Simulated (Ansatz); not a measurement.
Total energies of `[NH3+][B-](Cl)(Cl)Cl`.

| atom | x (Å) | y (Å) | z (Å) |
| --- | --- | --- | --- |
| N1 | 0.417 | 0.584 | 0.467 |
| B2 | -0.369 | -0.517 | -0.413 |
| Cl3 | 0.868 | -1.812 | -0.772 |
| Cl4 | -0.936 | 0.380 | -1.901 |
| Cl5 | -1.736 | -1.092 | 0.654 |
| H6 | 0.767 | 0.156 | 1.322 |
| H7 | -0.212 | 1.346 | 0.709 |
| H8 | 1.201 | 0.955 | -0.065 |

Total charge 0; spin multiplicity 1. All single points use the PBE0-D4/def2-TZVP geometry. It is one conformer, not always the lowest. Basis def2-TZVPP, Ansatz.

RPA on PBE orbitals: Hartree–Fock energy of these orbitals -1459.55272 Eh, correlation -1.46687 Eh (frozen core).

| functional | energy without D4 (Eh) | D4 term (kJ/mol) |
| --- | --- | --- |
| r2SCANh | -1462.10107 | -6.0 |
| BHLYP | -1462.19497 | -31.3 |

Problem. Give the same for LDA (SPW92), PBE, revPBE, BLYP, r2SCAN, B97M-V, PBE0, B3LYP, r2SCAN0, HSE06 (plane-wave form), CAM-B3LYP, LC-ωPBE, ωB97X-V, ωB97M-V, B2PLYP, PBE-QIDH. (An estimate is asked.)

Solution. Computed: 
| functional | energy without D4 (Eh) | D4 term (kJ/mol) |
| --- | --- | --- |
| LDA (SPW92) | -1457.05113 | – |
| PBE | -1461.56958 | -24.6 |
| revPBE | -1461.95873 | -73.2 |
| BLYP | -1462.18934 | -55.0 |
| r2SCAN | -1462.10785 | -5.6 |
| B97M-V | -1461.88945 | – |
| PBE0 | -1461.69357 | -20.7 |
| B3LYP | -1462.28755 | -40.4 |
| r2SCAN0 | -1462.09185 | -6.7 |
| HSE06 (plane-wave form) | -1461.66585 | -19.3 |
| CAM-B3LYP | -1462.24198 | -21.1 |
| LC-ωPBE | -1461.81874 | – |
| ωB97X-V | -1462.01822 | – |
| ωB97M-V | -1462.14544 | – |
| B2PLYP | -1461.78427 | – |
| PBE-QIDH | -1461.43853 | – |

B3LYP takes the VWN-RPA correlation (the form of Gaussian; ORCA's B3LYP/G). HSE06 is the plane-wave form, built on full-range PBE exchange. The double hybrids freeze the cores in their second-order part.

LC-ωPBE has ω = 0.4 bohr⁻¹.
